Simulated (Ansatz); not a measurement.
Mulliken charges of H3O4Si (`[O][Si](O)(O)O`) radical from ωB97M-V/def2-TZVPP in Ansatz (PBE0-D4/def2-TZVP geometry).

```
atom   x (Å)   y (Å)   z (Å)  charge (e)
  O1  -1.418   0.248   1.193      -0.283
 Si2  -0.196   0.059   0.091       0.812
  O3   1.117  -0.067   1.050      -0.360
  O4  -0.250   1.339  -0.903      -0.366
  O5  -0.266  -1.264  -0.850      -0.382
  H6   1.271   0.633   1.687       0.192
  H7  -0.094   1.173  -1.834       0.195
  H8  -0.165  -2.121  -0.434       0.191
```

Question: By hand: the dipole of these point charges (1 e Å = 4.8032 D).

Answer: Σ q r = (0.227, -0.060, -0.103) e Å, of length 0.256 e Å = 1.23 D.

Question: How does the dipole of the full density compare? (Estimate.)

Answer: Computed: (0.282, -0.123, -0.103) e Å, 1.56 D; the point charges give 0.79 times that, at 10° from its direction.

Point charges leave out the atoms' own dipoles, such as those of lone pairs, and Mulliken's split depends on the basis, so the two needn't agree.
